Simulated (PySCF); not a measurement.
# Deuteron quadrupole couplings in `CC1=C(C)CP([SiH3])C1`

C₆H₁₃PSi.
Numbering: `[CH3:1][C:2]1=[C:3]([CH3:4])[CH2:5][P:6]([SiH3:7])[CH2:8]1` (hydrogens: H9, H10, H11 on C1; H12, H13, H14 on C4; H15, H16 on C5; H17, H18, H19 on Si7; H20, H21 on C8)

Geometry (GFN2-xTB, Å), atoms numbered from 1 in this order:
```
atom  x, y, z in Å
C1    -1.2273    1.8982    0.6219
C2    -0.5067    0.7947   -0.0820
C3    -0.7961   -0.5026   -0.0850
C4    -1.9154   -1.2002    0.6173
C5     0.1014   -1.3668   -0.9322
P6     1.6271   -0.3599   -1.2906
Si7    2.6218   -0.5827    0.7051
C8     0.6727    1.1990   -0.9281
H9    -1.6230    2.6069   -0.1062
H10   -2.0500    1.5262    1.2251
H11   -0.5379    2.4395    1.2699
H12   -1.5160   -1.9202    1.3324
H13   -2.5595   -0.5055    1.1476
H14   -2.5199   -1.7510   -0.1035
H15    0.3618   -2.3090   -0.4433
H16   -0.3961   -1.6181   -1.8771
H17    1.7417   -0.4156    1.8667
H18    3.1972   -1.9277    0.7502
H19    3.6759    0.4303    0.7736
H20    0.3302    1.6424   -1.8714
H21    1.3092    1.9390   -0.4362
```

Level: PBE0/pcSseg-1 (PySCF, non-relativistic); Q(2H) = 0.00286 b; rigid geometry, the same for H and D, with no vibrational averaging.

Question: Rank these positions by the coupling χzz of a deuteron there, largest first.
A. H16 (methylene hydrogen)
B. H19 (Si–H hydrogen)
C. H13 (methyl hydrogen)
D. H12 (methyl hydrogen)

Answer: C (214 kHz), D (208 kHz), A (202 kHz), B (110 kHz).

Tabulate Vzz, the asymmetry η and χzz = 234.96 MHz × Q × Vzz for every hydrogen position.

```csv
atom,bonded to,bond length (Å),Vzz (au),η,χzz (kHz)
H9,C1,1.090,0.3103,0.02,208
H10,C1,1.086,0.3188,0.03,214
H11,C1,1.090,0.3103,0.02,209
H12,C4,1.091,0.3097,0.02,208
H13,C4,1.086,0.3190,0.03,214
H14,C4,1.090,0.3104,0.02,209
H15,C5,1.093,0.3052,0.02,205
H16,C5,1.097,0.2999,0.01,202
H17,Si7,1.467,0.1626,0.02,109
H18,Si7,1.464,0.1642,0.01,110
H19,Si7,1.464,0.1643,0.01,110
H20,C8,1.097,0.2999,0.01,202
H21,C8,1.093,0.3050,0.02,205
```

Average by the element that carries the hydrogen.

on C: 208 kHz over 10 positions, mean bond length 1.091 Å; on Si: 110 kHz over 3 positions, mean bond length 1.465 Å.

How does χzz go with the bond length over the 10 C–H bonds?

A straight-line fit has a slope of -11.4 kHz for each 0.01 Å, with a correlation coefficient of -0.99, over lengths from 1.086 to 1.097 Å. The longer bonds have the smaller couplings here.

Give the 2H NMR doublet splittings at H17 for a magnetic field along the z, y and x axes of the gradient: 3χ/2, 3χ(1 + η)/4, 3χ(1 − η)/4.

With |χ| = 109.2 kHz and η = 0.020: 164, 84 and 80 kHz, to first order and without motion.

Geometry: GFN2-xTB, one conformer, isolated molecule. GFN2-xTB bond lengths can be off by several hundredths of an ångström, more for odd bonds, and the gradients follow them. These gradients aren't converged with respect to the basis.
